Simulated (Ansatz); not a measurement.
Two isomers of CH5GeNS: A = `N=[C](S)[GeH3]`, B = `[NH2][GeH]1[CH2][S]1`.

Computed with Ansatz on PBE0-D4/def2-TZVP structures; ΔE is electronic, products minus reactants. CCSD(T)/CBS adds triple-zeta CCSD(T) − MP2 to the extrapolated MP2 energy (def2 sets, frozen cores). Functionals use def2-TZVPP. B3LYP here is the variant with VWN-RPA as its local correlation; programs differ in this. For Ge outer-core shells are correlated without core-valence functions, which leaves a few kJ/mol of doubt a bond. Scalar relativity is left out up to krypton. One conformer a species, not always the lowest.

**Question.** Which isomer does CCSD(T)/CBS put lower? Give the gap. (Best estimate.)

**Answer.** The calculation gave: B, by 113.4 kJ/mol.

**Question.** Give E(B) − E(A) in kJ/mol with B2PLYP, B3LYP-D4, MP2/def2-TZVPP, HF/def2-TZVPP, r2SCAN-D4, CCSD/def2-TZVPP, B3LYP. (Estimate.)

**Answer.** Computed: B2PLYP -101.3, B3LYP-D4 -89.8, MP2/def2-TZVPP -121.9, HF/def2-TZVPP -95.0, r2SCAN-D4 -103.8, CCSD/def2-TZVPP -105.5, B3LYP -91.2. None reverses the order clearly.

Largest T1 diagnostic: 0.013.

In def2-TZVPP, CCSD(T) changes the Hartree–Fock value by −9.4 kJ/mol (the triples alone add +1.1 kJ/mol) and MP2 by −26.9 kJ/mol. From PBE to PBE0 (25 % exact exchange), in def2-TZVPP and without D4, E(B) − E(A) moves by −13.9 kJ/mol.
